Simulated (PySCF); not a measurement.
C2H7F2NSi.
Atom-mapped SMILES: `[NH2:1][SiH:2]([CH2:3][F:4])[CH2:5][F:6]` (hydrogens: H7, H8 on N1; H9 on Si2; H10, H11 on C3; H12, H13 on C5)

Structure used (PBE0-D3(BJ)/def2-SVP), in Å, numbered top down from 1:
```
atom  x, y, z in Å
N1     1.795   -0.054    0.389
Si2    0.095   -0.328    0.572
C3    -0.682    1.392    0.727
F4    -0.090    2.060    1.788
C5    -0.599   -1.168   -0.981
F6    -1.965   -1.333   -0.823
H7     2.155    0.775    0.853
H8     2.452   -0.820    0.498
H9    -0.306   -1.152    1.757
H10   -1.772    1.334    0.895
H11   -0.521    1.980   -0.194
H12   -0.410   -0.548   -1.876
H13   -0.135   -2.153   -1.169
```

The calculation used PySCF, PBE0-D3(BJ)/def2-SVP geometry optimisation, gas phase.

Masses are those of the commonest isotopes; rigid-rotor values at the optimised geometry. The values belong to one conformer with, in the numbering `[NH2:1][SiH:2]([CH2:3][F:4])[CH2:5][F:6]`, H–N1–Si2–C3 31° and 166°, N1–Si2–C3–F4 -57°, N1–Si2–C5–F6 -178°.

Task: Give the principal moments of inertia and the rotational constants in MHz.

Result: Ia = 128.34, Ib = 294.35, Ic = 392.56 u·Å²; 505379 MHz·u·Å²/I gives A = 3938, B = 1717, C = 1287 MHz.

Task: Classify the top.

Result: An asymmetric top. Ray's parameter κ = (2B − A − C)/(A − C) = -0.676; −1 is the prolate and +1 the oblate limit.

Task: What does the inertial defect say?

Result: Not planar: Δ = Ic − Ia − Ib = -30.13 u·Å². For a rigid frame Δ = −2 Σ m c², so Σ m c² = 15.07 u·Å² lies off the ab plane: 7.82 from hydrogen and 7.25 from heavier atoms. The atom farthest from that plane is 1.84 Å away.

Task: Give the other two planar moments, Paa and Pbb, and the rms extents of the mass along the axes.

Result: Paa = Σ m a² = (Ib + Ic − Ia)/2 = 279.28 and Pbb = Σ m b² = (Ia + Ic − Ib)/2 = 113.28 u·Å². With the mass M = 111.03 u, the rms extents √(P/M) along a, b and c are 1.59, 1.01, 0.37 Å.

Task: Which lines would a microwave search look for?

Result: The dipole components are |μa| = 0.06 D, |μb| = 2.03 D, |μc| = 0.69 D. The squared components, which scale the intensities, stand as 0.00 : 1.00 : 0.12 (a : b : c). Some of the stronger lines:

```
type  branch         J(Ka,Kc)    MHz  lower level (cm⁻¹)
   c       Q  2(1,2) ← 2(0,2)   1848               0.299
   c       Q  1(1,1) ← 1(0,1)   2221               0.100
   b       Q  1(1,0) ← 1(0,1)   2650               0.100
   b       Q  2(1,1) ← 2(0,2)   3136               0.299
   b       R  2(0,2) ← 1(1,1)   3731               0.174
   b       R  1(1,1) ← 0(0,0)   5225               0.000
   c       R  1(1,0) ← 0(0,0)   5655               0.000
   c       Q  2(2,1) ← 2(1,1)   6662               0.403
   b       Q  2(2,0) ← 2(1,1)   6719               0.403
   b       R  2(1,2) ← 1(0,1)   7800               0.100
   b       Q  2(2,1) ← 2(1,2)   7951               0.360
   c       R  2(1,1) ← 1(0,1)   9089               0.100
   b       R  2(2,1) ← 1(1,0)  13100               0.189
   c       R  2(2,0) ← 1(1,0)  13157               0.189
   c       R  2(2,1) ← 1(1,1)  13530               0.174
   b       R  2(2,0) ← 1(1,1)  13586               0.174
```

Stationary, but not proved a minimum. No vibrational averaging or centrifugal distortion is included, and the geometry carries the error of its method. A rigid rotor knows nothing of inversion at nitrogen, which can split or shift real lines. Quadrupole hyperfine structure (14N) is left out.
